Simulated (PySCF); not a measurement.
A species of formula CH5F2NSi has this rotational fingerprint, computed with PySCF 2.14.0, PBE0-D3(BJ)/def2-SVP geometry optimisation, gas phase:

| Item | Value |
| --- | --- |
| Rotational constants | A = 6273, B = 2897, C = 2181 MHz |
| Dipole components | \|μa\| = 2.31 D, \|μb\| = 1.19 D, \|μc\| = 0.68 D |
| Inertial defect | -23.31 u·Å² |
| κ | -0.65 |

Question: Which candidate fits, each taken in the one conformer that was computed?
A. `[NH2:1][SiH2:2][CH:3]([F:4])[F:5]` with H–N1–Si2–C3 158° and -59°, N1–Si2–C3–F4 57°
B. `[CH3:1][NH:2][SiH:3]([F:4])[F:5]` with C1–N2–Si3–F4 -158°

Answer: B. It is CN[SiH](F)F, an asymmetric top, point group C1. The candidates at the same level (rigid rotor, commonest isotopes):

```json
{"SMILES": "N[SiH2]C(F)F", "A (MHz)": "6824", "B (MHz)": "2576", "C (MHz)": "2016", "μa (D)": "2.63", "μb (D)": "0.25", "μc (D)": "0.56", "Δ (u·Å²)": "-19.54", "point group": "C1", "rotor": "asymmetric top"}
{"SMILES": "CN[SiH](F)F", "A (MHz)": "6273", "B (MHz)": "2897", "C (MHz)": "2181", "μa (D)": "2.31", "μb (D)": "1.19", "μc (D)": "0.68", "Δ (u·Å²)": "-23.31", "point group": "C1", "rotor": "asymmetric top"}
```

`N[SiH2]C(F)F` has B 11 % too low. No structure here is proved a minimum.
